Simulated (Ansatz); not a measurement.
F3Ti, charge +1, singlet, geometry from GFN2-xTB (such geometries of metal compounds can be far from the true shape) (the multiplicity is a formal guess); Ansatz (an electronic-structure program) with B3LYP5/def2-TZVP.

The Ansatz input:
Ansatz 0.2 input:
```yaml
crystal:
  periodic: [false, false, false]
  atoms:
    - {symbol: Ti, position_ang: [-0.08475058, 0.13199495, 0.30332753]}
    - {symbol: F, position_ang: [-1.23144221, -0.97339114, -0.23374291]}
    - {symbol: F, position_ang: [0.04876556, 1.32289758, -0.87529417]}
    - {symbol: F, position_ang: [1.38984472, -0.67216075, 0.36756977]}
basis:
  gaussian:
    orbitals: def2-TZVP
hamiltonian:
  xc: b3lyp5
total_charge: 1
```

What the program printed (banner, timings and long lists left out):

```
Functional definition: B3LYP5
931 factors; their error is unknown
mean field evaluation 1: about -31238.7867 eV, gradient 1.2e2 eV
mean field evaluation 2: about -30638.0617 eV, gradient 6.3e2 eV
mean field evaluation 4: about -31259.9820 eV, gradient 2.6e1 eV
mean field evaluation 8: about -31260.9898 eV, gradient 1.1e-1 eV
mean field evaluation 16: about -31261.1124 eV, gradient 6.2e-5 eV
mean field -31261.11238300 eV, -1148.8246905322 hartree, gradient 6.2e-5 eV, S^2 0.000000; 0 other end points of the search recorded, 0 dependent functions left out
reference -31261.11257088 eV, -1148.8246974369 hartree; 24, 24 occupied and 114, 114 virtual orbitals, 931 factors
Total energy: -31261.11257088 eV, -1148.8246974369 hartree
```
